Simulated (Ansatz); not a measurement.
`C[O][SnH]([Cl])[O][SiH3]` → `C[O][Sn][Cl]` + `O[SiH3]`  (stannylene formation by 1,1-elimination)

Calculated with Ansatz (gas phase, PBE0-D4/def2-TZVP geometries, no zero-point term in ΔE). CCSD(T)/CBS adds triple-zeta CCSD(T) − MP2 to the extrapolated MP2 energy (def2 sets, frozen cores). Elements past krypton have def2 core potentials. For Sn outer-core shells are correlated without core-valence functions, which leaves a few kJ/mol of doubt a bond. Each species was taken in one conformer, which may not be the lowest.

```
                   species  HF/def2-TZVPP energy (Eh)
`C[O][SnH]([Cl])[O][SiH3]`                -1153.67291
            `C[O][Sn][Cl]`                 -787.46379
                 `O[SiH3]`                 -366.21048
```

Work out ΔE.

ΔE = (-787.46379) + (-366.21048) − (-1153.67291) = -0.00136 Eh = -3.6 kJ/mol. CCSD(T)/CBS gives +1.5 kJ/mol.

Largest T1 diagnostic among the species: 0.017.

The D4 term adds +18.5 kJ/mol with B3LYP and +10.9 kJ/mol with PBE0; it sums over pairs of atoms, weighted by their polarisabilities, and B3LYP, whose exchange is more repulsive, gets the larger term. From PBE to PBE0 (25 % exact exchange), in def2-TZVPP and without D4, ΔE moves by +19.2 kJ/mol.

B3LYP here is the variant with VWN-RPA as its local correlation; programs differ in this.
